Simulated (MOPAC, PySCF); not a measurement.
H$_{3}$Ga, SMILES `[GaH3]`, neutral singlet in the gas phase. 

Z-matrix (Å, degrees):
```
Ga
H 1 1.5613
H 1 1.5613 2 120.00
H 1 1.5614 2 120.00 3 -180.00
```
Charge 0, multiplicity 1.

All levels are single points at this geometry (CAM-B3LYP-D3(BJ)/def2-TZVP); Pople sets use spherical d functions. Orbital energies aren't observables, and empty levels follow the basis.

| level | HOMO (eV) | LUMO (eV) | gap (eV) | dipole (D) | vertical IE, Delta-SCF (eV) |
|---|---|---|---|---|---|
| CAM-B3LYP-D3(BJ)/def2-TZVP in PySCF | -10.01 | -0.95 | 9.06 | 0.00 | 11.33 |
| PBE-D3(BJ)/def2-TZVP in PySCF | -7.35 | -2.65 | 4.71 | 0.00 | – |
| B3LYP/3-21G in PySCF | -8.30 | -2.02 | 6.28 | 0.00 | – |
| B3LYP/6-311+G** (LANL2DZ on Ga) in PySCF | -8.44 | -1.97 | 6.47 | 0.00 | – |
| B3LYP/6-31G* in PySCF | -8.43 | -2.11 | 6.31 | 0.00 | 11.30 |
| BP86/6-31G* in PySCF | -7.50 | -2.74 | 4.76 | 0.00 | – |
| M06-2X/6-31G* in PySCF | -9.73 | -1.35 | 8.38 | 0.00 | – |
| PBE/6-31G* in PySCF | -7.38 | -2.64 | 4.74 | 0.00 | – |
| SVWN5/6-31G* in PySCF | -7.42 | -2.90 | 4.52 | 0.00 | – |
| HF/3-21G in PySCF | -11.52 | 0.85 | 12.37 | 0.00 | – |
| HF/6-31G* in PySCF | -11.66 | 0.82 | 12.49 | 0.00 | 10.71 |
| AM1 in MOPAC | -10.23 | -1.14 | 9.09 | 0.00 | – |
| PM7 in MOPAC | -10.74 | 1.24 | 11.98 | 0.00 | – |
